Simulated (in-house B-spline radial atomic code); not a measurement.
Radial electron density of Si⁶⁺, [He] 2s2 2p4. Method: scalar-relativistic (X2C) SCAN, spin-polarised, spherical fractional occupations, Fermi nucleus of rms radius 3.1224 fm. Calculated with a B-spline radial code for spherical atoms.

Columns: r (bohr), 4πr²n(r) (electrons per bohr), bar.

```
 0.00416   0.3766 #
 0.00485   0.4983 #
 0.00565   0.6566 ##
 0.00658   0.8618 ##
 0.00767    1.128 ###
 0.00893    1.467 ####
  0.0104    1.899 #####
  0.0121    2.437 #######
  0.0141    3.113 #########
  0.0165    3.967 ###########
  0.0192    4.959 ##############
  0.0223     6.11 #################
   0.026    7.463 #####################
  0.0303     8.96 #########################
  0.0353    10.55 #############################
  0.0411    12.14 ##################################
  0.0479    13.62 ######################################
  0.0558    14.83 #########################################
  0.0651    15.62 ###########################################
  0.0758    15.81 ############################################
  0.0883    15.34 ###########################################
   0.103    14.23 ########################################
    0.12    12.65 ###################################
    0.14    10.91 ##############################
   0.163    9.442 ##########################
    0.19    8.594 ########################
   0.221    8.579 ########################
   0.257    9.317 ##########################
     0.3    10.49 #############################
   0.349    11.47 ################################
   0.407    11.74 #################################
   0.474    10.95 ##############################
   0.552    9.155 #########################
   0.643     6.76 ###################
   0.749    4.337 ############
   0.873    2.364 #######
    1.02    1.057 ###
    1.18   0.4084 #
    1.38   0.1153 
    1.61  0.02501 
    1.87 0.004177
```

On this grid the curve has 2 maxima, near 0.0758, 0.407 bohr.

The 2s down radial function P(r) = rR(r), positive near the nucleus:

```json
{"r (bohr)": "0.00143", "P": "0.04319"}
{"r (bohr)": "0.00194", "P": "0.05767"}
{"r (bohr)": "0.00263", "P": "0.07679"}
{"r (bohr)": "0.00357", "P": "0.102"}
{"r (bohr)": "0.00485", "P": "0.1351"}
{"r (bohr)": "0.00658", "P": "0.1776"}
{"r (bohr)": "0.00893", "P": "0.2315"}
{"r (bohr)": "0.0121", "P": "0.2979"}
{"r (bohr)": "0.0165", "P": "0.3789"}
{"r (bohr)": "0.0223", "P": "0.4677"}
{"r (bohr)": "0.0303", "P": "0.5602"}
{"r (bohr)": "0.0411", "P": "0.6381"}
{"r (bohr)": "0.0558", "P": "0.6741"}
{"r (bohr)": "0.0758", "P": "0.6274"}
{"r (bohr)": "0.103", "P": "0.4511"}
{"r (bohr)": "0.14", "P": "0.1127"}
{"r (bohr)": "0.19", "P": "-0.3731"}
{"r (bohr)": "0.257", "P": "-0.9066"}
{"r (bohr)": "0.349", "P": "-1.321"}
{"r (bohr)": "0.474", "P": "-1.42"}
{"r (bohr)": "0.643", "P": "-1.155"}
{"r (bohr)": "0.873", "P": "-0.6826"}
{"r (bohr)": "1.18", "P": "-0.2753"}
{"r (bohr)": "1.61", "P": "-0.06355"}
```
